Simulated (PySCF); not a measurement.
Mg(Et)(OH) (C2H6MgO), SMILES C[CH2][Mg][OH]. Geometry optimised at ωB97X-D3(BJ)/def2-SVP. One conformer was computed; it need not be the lowest.

Question: Give the equilibrium geometry at ωB97X-D3(BJ)/def2-SVP (PySCF confirms it by a frequency run) as a Z-matrix, and its point group. (The exact figures need the calculation; the answer reports its results.)

Answer: This is not unique; one that fits is point group Cs.
```
C
H 1 1.1065
H 1 1.1065 2 104.64
C 1 1.5390 2 109.40 3 -117.13
H 4 1.1040 1 112.05 2 -63.11
H 4 1.1040 5 106.54 1 122.88
H 4 1.1053 5 106.56 6 113.48
Mg 1 2.0936 2 108.61 3 115.85
O 8 1.7731 2 156.70 1 179.61
H 9 0.9522 2 166.37 1 -177.81
```
Charge 0, spin multiplicity 1.
